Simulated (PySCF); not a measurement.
## MSe for M along group 13

CCSD(T) with triple-zeta basis sets in PySCF, for the lowest determinant that a PBE0 search found; no spin–orbit coupling. De refers to high-spin ground-configuration atoms.

```json
{"M": "B", "basis": "def2-TZVPP", "reference, frozen orbitals": "ROHF, 10", "state (unpaired electrons)": "doublet (σ ↑)", "Re (Å)": "1.754", "ωe (cm⁻¹)": "970", "De (eV)": "4.80"}
{"M": "Al", "basis": "def2-TZVPP", "reference, frozen orbitals": "UHF, 14", "state (unpaired electrons)": "doublet (σ ↑)", "Re (Å)": "2.173", "ωe (cm⁻¹)": "480", "De (eV)": "3.60"}
{"M": "Ga", "basis": "x2c-TZVPPall", "reference, frozen orbitals": "UHF, 18", "state (unpaired electrons)": "doublet (σ ↑)", "Re (Å)": "2.192", "ωe (cm⁻¹)": "332", "De (eV)": "3.22"}
{"M": "Tl", "basis": "def2-TZVPP", "reference, frozen orbitals": "UHF, 13", "state (unpaired electrons)": "doublet (π ↑)", "Re (Å)": "2.716", "ωe (cm⁻¹)": "176", "De (eV)": "2.71"}
```

Task: By what factor does the harmonic wavenumber vary along the series?

Result: At CCSD(T) it runs from 176 cm⁻¹ (TlSe) to 970 cm⁻¹ (BSe), a factor of 5.51.

The rows differ in basis set, which adds steps of its own.

The state changes along the series, so neighbouring rows are not always alike in their bonding.

Correlated steps freeze the inner cores (10 to 18 orbitals); shallow outer-core shells are correlated. UHF and ROHF references stand side by side, which adds small steps between rows. Spin–orbit coupling is left out, which matters for elements this heavy, above all for dissociation energies. States were picked by a PBE0 search and need not be the measured ground states.
